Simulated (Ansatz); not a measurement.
`C[N]1[SiH2][SbH]1` → C• + 6 H• + N• + Sb• + Si•  (atomization)

Program: Ansatz. Geometries: PBE0-D4/def2-TZVP. ΔE: electronic, gas phase. CCSD(T)/CBS is the MP2 limit (def2-TZVPP, def2-QZVPP) plus CCSD(T) − MP2 in def2-TZVPP, frozen cores. This one scheme is used for every species, atoms too. For atomizations the MP2-based limit and the directly extrapolated one differ by several kJ/mol either way, and by 10 to 25 for some Ge, Se and Sn compounds, so smaller differences from it don't rank the levels. Functionals use def2-TZVPP. B3LYP here is the variant with VWN-RPA as its local correlation; programs differ in this. HSE06 is defined as in plane-wave codes. No spin–orbit coupling; open shells (•) take unrestricted orbitals. Spin–orbit coupling would lower the free atoms: a little for C, Si. Elements past krypton have def2 core potentials. Bonds to Sb are less sure, by a few kJ/mol each and by 10 to 20 or more in all where they break to atoms, as the def2 sets lack core-valence functions.

```
             level  ΔE (kcal/mol)  difference from CCSD(T)/CBS
       LDA (SPW92)          864.7                        114.0
            PBE-D4          763.6                         12.9
         revPBE-D4          745.9                         -4.8
           BLYP-D4          755.4                          4.7
         r2SCAN-D4          746.6                         -4.1
           PBE0-D4          747.0                         -3.7
          B3LYP-D4          753.9                          3.2
        r2SCANh-D4          741.1                         -9.6
        r2SCAN0-D4          733.2                        -17.5
          HSE06-D4          747.3                         -3.4
          BHLYP-D4          729.1                        -21.6
      CAM-B3LYP-D4          752.7                          2.0
           ωB97M-V          748.8                         -1.9
            B2PLYP          739.3                        -11.4
               PBE          757.4                          6.7
            revPBE          728.8                        -21.9
              BLYP          742.1                         -8.6
            r2SCAN          745.2                         -5.5
              PBE0          741.8                         -8.9
             B3LYP          743.8                         -6.9
           r2SCANh          739.6                        -11.1
           r2SCAN0          731.5                        -19.2
             HSE06          742.3                         -8.4
             BHLYP          720.7                        -30.0
         CAM-B3LYP          747.3                         -3.4
           LC-ωPBE          736.6                        -14.1
       HF/def2-SVP          496.2                       -254.5
      MP2/def2-SVP          684.7                        -66.0
     CCSD/def2-SVP          674.5                        -76.2
  CCSD(T)/def2-SVP          684.8                        -65.9
     HF/def2-TZVPP          501.1                       -249.6
    MP2/def2-TZVPP          726.0                        -24.7
SCS-MP2/def2-TZVPP          730.7                        -20.0
   CCSD/def2-TZVPP          709.7                        -41.0
CCSD(T)/def2-TZVPP          723.9                        -26.8
     HF/def2-QZVPP          503.3                       -247.4
    MP2/def2-QZVPP          742.1                         -8.6
      HF/CBS(def2)          503.6                       -247.1
     MP2/CBS(def2)          752.8                          2.1
    CCSD/CBS(def2)          736.4                        -14.3
       CCSD(T)/CBS          750.7                            0
```

**Question.** What do rigid-rotor, harmonic-oscillator terms from PBE0-D4/def2-TZVP frequencies (298.15 K, 1 bar) make of the CCSD(T)/CBS value? (Best estimate.)

**Answer.** Ansatz gave: ΔZPE = -41.8 kcal/mol, ΔH = +719.0 kcal/mol, ΔS = 1007 J/(mol·K), ΔG = +647.3 kcal/mol. Open shells count their whole term as degenerate.

Largest T1 diagnostic among the species: 0.015.

From BLYP to BHLYP (50 % exact exchange), in def2-TZVPP and without D4, ΔE moves by −21.4 kcal/mol: exact exchange takes away binding that semilocal exchange gives to molecules. In def2-TZVPP, CCSD(T) changes the Hartree–Fock value by +222.8 kcal/mol (the triples alone add +14.2 kcal/mol) and MP2 by +224.9 kcal/mol; breaking electron pairs costs correlation energy, which Hartree–Fock lacks. At CCSD(T), def2-SVP lies −65.9 kcal/mol from the extrapolated value and def2-TZVPP −26.8 kcal/mol: correlation converges slowly with the basis, and small sets miss more of it in the bonded molecule than in its fragments.
